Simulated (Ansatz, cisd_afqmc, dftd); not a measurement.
Species: ZnH$_{2}$, charge 0, singlet. ZnH2 (SMILES [ZnH2]).
B3LYP-D3(BJ)/def2-TZVP minimum from Ansatz (a quantum-chemistry and plane-wave program):
```xyz
3

Zn     0.0000     0.0000     0.0000
H      0.0000     0.0000    -1.5440
H      0.0000     0.0000     1.5440
```
Charge 0, spin multiplicity 1.

Wanted: atomisation energy (electronic, to ground-state atoms), in kJ/mol. UHF or UKS for unpaired electrons; spin-orbit terms are left out. The -DK rows use spin-free X2C, correlate 3s3p of the metal (1s2s2p frozen) and give its partners the cc-pVXZ-DK valence sets. The Monte Carlo rows (phaseless AFQMC, CISD trial, step 0.005/hartree) carry one-sigma bars that omit the constraint's bias. Outlying blocks are dropped, and bars are widened where a walk drifts. Over all cases where full CI ran beside it in this data, AFQMC minus full CI had a median of +0.1 mEh and passed +0.4 mEh in a tenth of the cases. CBS(X,Y): correlation extrapolated as X^-3, Hartree-Fock from the larger set. A bracket is a step between two methods taken in the basis named. The functionals are non-relativistic, so their misses hold any scalar relativity. Double hybrids freeze cores in their MP2 part. For partners of very few electrons the exact lower level stands in for a higher one.

```tsv
level	program	atomisation energy (kJ/mol)
HF/cc-pwCVTZ-DK	Ansatz	323.4
PBE-D4/def2-TZVPD	Ansatz + dftd4	422.6
PBE0-D3(BJ)/def2-TZVPD	Ansatz + dftd3	427.4
wB97X-V/def2-TZVPD	Ansatz	453.5
B2PLYP-D3(BJ)/def2-TZVPD	Ansatz + dftd3	428.4
B2PLYP/def2-TZVPD	Ansatz	426.8
B2GP-PLYP-D3(BJ)/def2-TZVPD	Ansatz + dftd3	428.8
AFQMC/CISD/cc-pwCVTZ-DK	cisd_afqmc	432.1 ± 1.8
CCSD(T)/CBS(cc-pwCVTZ-DK,cc-pwCVQZ-DK) + [AFQMC/CISD - CCSD(T)]/cc-pwCVTZ-DK	Ansatz + cisd_afqmc	437.5 ± 1.8
```
